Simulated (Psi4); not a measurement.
I (SMILES [I]), doublet (all electrons, no relativity); WB97X-V/6-311G** run with Psi4.

The Psi4 input:
```
memory 2 GB

molecule {
0 2
I     0.00000000    0.00000000    0.00000000
}

set {
  basis 6-311g**
  reference uks
  scf_type pk
  puream true
  d_convergence 1e-8
  dft_radial_points 99
  dft_spherical_points 590
}

energy('wb97x-v')
print_variables()
```

What does Psi4 print? Leave out banner, timings and long lists.


```
Traceback (most recent call last):
  File "psi4", line 375, in <module>
  File "<string>", line 27, in <module>
  File "site-packages/psi4/driver/driver.py", line 533, in energy
  File "site-packages/psi4/driver/procrouting/proc.py", line 2760, in run_scf
  File "site-packages/psi4/driver/procrouting/proc.py", line 1934, in scf_helper
  File "site-packages/psi4/driver/p4util/python_helpers.py", line 229, in _core_wavefunction_build
  File "site-packages/psi4/driver/p4util/python_helpers.py", line 169, in _pybuild_basis
  File "site-packages/psi4/driver/qcdb/libmintsbasisset.py", line 722, in pyconstruct
  File "site-packages/psi4/driver/qcdb/libmintsbasisset.py", line 976, in construct

psi4.driver.qcdb.exceptions.BasisSetNotFound: BasisSet::construct: Unable to find a basis set for atom 1 for key BASIS among:
  Shell Entries: ['I']
  Basis Sets: [('6-311G**', '6-311G**', None)]
  File Path: tmpw6tobg9f, tmpw6tobg9f, basis
  Input Blocks:

Printing out the relevant lines from the Psithon --> Python processed input file:
    core.set_global_option("SCF_TYPE", "pk")
    core.set_global_option("PUREAM", "true")
    core.set_global_option("D_CONVERGENCE", 1e-8)
    core.set_global_option("DFT_RADIAL_POINTS", 99)
    core.set_global_option("DFT_SPHERICAL_POINTS", 590)
--> energy('wb97x-v')
    print_variables()

!----------------------------------------------------------------------------------!
!                                                                                  !
!  BasisSet::construct: Unable to find a basis set for atom 1 for key BASIS among: !
!   Shell Entries: ['I']                                                           !
!   Basis Sets: [('6-311G**', '6-311G**', None)]                                   !
!   File Path: tmpw6tobg9f,      !
!     tmpw6tobg9f,               !
!     basis                                          !
!   Input Blocks:                                                                  !
!                                                                                  !
!----------------------------------------------------------------------------------!

QcdbException BasisSetNotFound: BasisSet::construct: Unable to find a basis set for atom 1 for key BASIS among:
  Shell Entries: ['I']
  Basis Sets: [('6-311G**', '6-311G**', None)]
  File Path: tmpw6tobg9f, tmpw6tobg9f, basis
  Input Blocks:
```

The input was rejected before any calculation.
